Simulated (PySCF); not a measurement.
SMILES F[C@H]1COC2=C1C=CC2, C$_{7}$H$_{7}$FO

Cartesian coordinates in Å; atom numbers follow the order of the lines, from 1:
```xyz
16

F    -2.015    1.762   -0.301
C    -1.574    0.621    0.357
C    -1.994   -0.643   -0.441
O    -0.812   -1.329   -0.877
C     0.227   -0.620   -0.387
C    -0.091    0.475    0.333
C     1.119    1.107    0.793
C     2.162    0.382    0.355
C     1.698   -0.803   -0.452
H    -2.025    0.675    1.354
H    -2.581   -1.336    0.166
H    -2.573   -0.353   -1.322
H     1.155    2.005    1.381
H     3.203    0.583    0.525
H     2.020   -1.750   -0.017
H     2.074   -0.768   -1.476
```

Theory: PySCF, TDDFT B3LYP/def2-SVPD excited states, vertical, gas phase. Geometry: GFN2-xTB.

States above about 5.7 eV lie in this functional's continuum (it starts at minus the energy of the highest occupied orbital, well below the true ionisation energy for most functionals) and depend on the basis.

Give the one- and two-photon strengths of the lowest singlets.

δ for parallel linear polarisation; σ at the peak of a Lorentzian of half width 0.1 eV, single beam; Ω is circular over linear.
| state | E (eV) | f | photon λ (nm) | δ (au) | σ (GM) | Ω | main |
| --- | --- | --- | --- | --- | --- | --- | --- |
| S1 | 4.45 | 0.077 | 557 | 63.8 | 0.46 | 0.68 | HOMO→LUMO 0.98 |
| S2 | 5.27 | 0.003 | 470 | 40 | 0.41 | 1.02 | HOMO→LUMO+1 0.87, HOMO→LUMO+2 0.12 |
| S3 | 5.57 | 0.064 | 445 | 119 | 1.35 | 1.45 | HOMO→LUMO+2 0.84, HOMO→LUMO+1 0.11 |
| S4 | 5.75 | 0.011 | 431 | 21.7 | 0.26 | 1.49 | HOMO→LUMO+3 0.97 |
| S5 | 6.21 | 0.008 | 399 | 188 | 2.66 | 0.52 | HOMO→LUMO+4 0.90, HOMO−1→LUMO 0.09 |

Among these, the strongest one-photon state is S1, the strongest two-photon state S5, with a dipole change of 2.2 D (relaxed, norm of the difference vector).
